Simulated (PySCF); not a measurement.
Match the calculated data to a structure.

All candidates are C7H9NO.

- UV, first state: lowest singlet excitation: 4.86 eV (255 nm, f = 0.068) [TDDFT CAM-B3LYP/def2-SVPD]
- Rotational structure: rotational constants A, B, C: 2.590, 1.564, 0.982 GHz [PBE0-D3(BJ)/def2-SVP]
- Polarisability: 96.7 au [CAM-B3LYP/def2-SVPD]
- Dipole: 1.54 D [CAM-B3LYP/def2-SVPD]

Gas-phase values; electronic properties from PySCF, density fitting. Levels stand in brackets. The structure is a single PBE0-D3(BJ)/def2-SVP conformer in the gas phase; no vibrational or solvent corrections.

Question: Which candidate is it?
A. `C=CC(=C)C(=C)C(N)=O`
B. `COc1ccccc1N`
C. `N#CC[C@@H]1CC[C@H]2O[C@@H]12`

Answer: B. It is `COc1ccccc1N`. Numbering: `[CH3:1][O:2][c:3]1[cH:4][cH:5][cH:6][cH:7][c:8]1[NH2:9]`. Its formula, C7H9NO, gives 4 degrees of unsaturation: 1 ring and 3 π bonds in the structure found (Kekulé form). By its constants the optimised geometry is an asymmetric top.

The others, at the same levels:
- `N#CC[C@@H]1CC[C@H]2O[C@@H]12` fails: its computed lowest singlet excitation is 7.56 eV (164 nm, f = 0.001) (against 4.86 eV), static isotropic polarisability is 80.6 au (against 96.7 au) and rotational constant A is 2.855 GHz (against 2.590 GHz).
- `C=CC(=C)C(=C)C(N)=O` fails: its computed static isotropic polarisability is 98.4 au (against 96.7 au), rotational constant A is 2.745 GHz (against 2.590 GHz) and dipole moment is 3.62 D (against 1.54 D).

Each candidate is one conformer, not necessarily the lowest. Dipoles, sizes and rotational constants follow the conformer. The torsions of the flexible species, by atom-mapped SMILES:
- `[CH3:1][O:2][c:3]1[cH:4][cH:5][cH:6][cH:7][c:8]1[NH2:9]`: C1–O2–C3–C4 0°, H–N9–C8–C7 163°, H–N9–C8–C7 25°
- `[CH2:1]=[CH:2][C:3](=[CH2:4])[C:5](=[CH2:6])[C:7]([NH2:8])=[O:9]`: C1–C2–C3–C4 -164°, C2–C3–C5–C6 39°, C3–C5–C7–N8 -144°, H–N8–C7–C5 15°, H–N8–C7–C5 180°

The conformers of `N#CC[C@@H]1CC[C@H]2O[C@@H]12` aren't listed.
